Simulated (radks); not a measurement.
The numbers below are computed, except where a source is named.
All-electron atom: Pb54+ in [Ne] 3s2 3p5 3d10 4p1 (not the ground configuration).

Level of theory: Dirac Kohn-Sham, exchange-only PBE, spin-unpolarised, spherical densities, finite nucleus; open shells fill j = l - 1/2 first; Fermi nuclear charge, rms radius 5.5012 fm (a radial shooting solver on a logarithmic mesh with Libxc functionals).

Energy parts (hartree):
| part | energy |
|---|---|
| total | -18520.1032 |
| kinetic | 21847.7808 |
| electron-nucleus | -43189.9603 |
| Hartree | 3089.6044 |
| exchange | -267.5281 |

Orbitals (lengths in bohr, moments of r in powers of bohr):
| orbital | occ. | eigenvalue (hartree) | <r^4> | <r> |
|---|---|---|---|---|
| 1s1/2 | 2 | -3348.766 | 3.536e-07 | 0.01605 |
| 2s1/2 | 2 | -692.0192 | 0.00005002 | 0.06673 |
| 2p1/2 | 2 | -670.1345 | 0.00002938 | 0.05470 |
| 2p3/2 | 4 | -589.1125 | 0.00004724 | 0.06355 |
| 3s1/2 | 2 | -246.1439 | 0.001639 | 0.1700 |
| 3p1/2 | 2 | -236.5421 | 0.001398 | 0.1602 |
| 3p3/2 | 3 | -217.4497 | 0.001932 | 0.1750 |
| 3d3/2 | 4 | -202.1534 | 0.001216 | 0.1513 |
| 3d5/2 | 6 | -198.0000 | 0.001338 | 0.1558 |
| 4s1/2 | 0 | -122.9650 | 0.02175 | 0.3336 |
| 4p1/2 | 1 | -118.7998 | 0.02097 | 0.3278 |
| 4p3/2 | 0 | -112.0784 | 0.02646 | 0.3484 |
| 4d3/2 | 0 | -105.7226 | 0.02324 | 0.3324 |
| 4d5/2 | 0 | -104.2402 | 0.02473 | 0.3381 |
| 4f5/2 | 0 | -97.49057 | 0.01620 | 0.3039 |
| 4f7/2 | 0 | -97.01459 | 0.01665 | 0.3064 |
| 5p1/2 | 0 | -71.74407 | 0.1562 | 0.5497 |
| 5p3/2 | 0 | -68.55755 | 0.1871 | 0.5756 |

The highest occupied level is 4p1/2 at -3232.7 eV. The configuration is held as typed, so some empty levels lie below it. Summed over all electrons, <r^2> = 0.6685 bohr^2, which gives a Langevin (diamagnetic) susceptibility term of -0.529 x 10^-6 cm^3/mol. The density falls to 0.001 e/bohr^3 at r = 0.77 bohr.
